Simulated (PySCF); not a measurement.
Species: CH6BN2O (charge 0, doublet). It need not be the lowest isomer of its formula. 
Coordinates optimised at B3LYP-D3(BJ)/def2-TZVP (Ansatz):
```
B
O 1 1.3760
N 1 1.4088 2 118.11
H 3 1.0034 1 123.19 2 174.91
H 3 1.0053 4 115.00 1 176.81
C 2 1.4193 1 121.39 3 178.78
H 6 1.0890 2 107.55 1 174.39
H 6 1.0926 7 109.06 2 121.04
H 6 1.0943 7 108.54 8 118.40
N 1 1.4613 2 121.26 6 -5.18
H 10 1.0210 1 115.05 2 78.66
```
Charge 0, spin multiplicity 2.

Dispersion corrections to the total energy (kcal/mol) from the dftd3 and dftd4 libraries through PySCF: D3(BJ) without and D4 with the three-body term, each with the damping fitted for the functional named.

| functional | D3(BJ) | D4 |
|---|---|---|
| B2PLYP | -3.20 | -2.86 |
| HF | -33.80 | -15.69 |
| BP86 | -6.35 | -5.32 |
| TPSS | -5.26 | -5.55 |
| B3LYP | (withheld) | -6.53 |
| LC-wPBE | -3.81 | (withheld) |
| HSE06 | (withheld) | -3.15 |

### Question
Complete the blanks.

### Answer

- B3LYP, D3(BJ): -7.13
- LC-wPBE, D4: -4.51
- HSE06, D3(BJ): -2.61
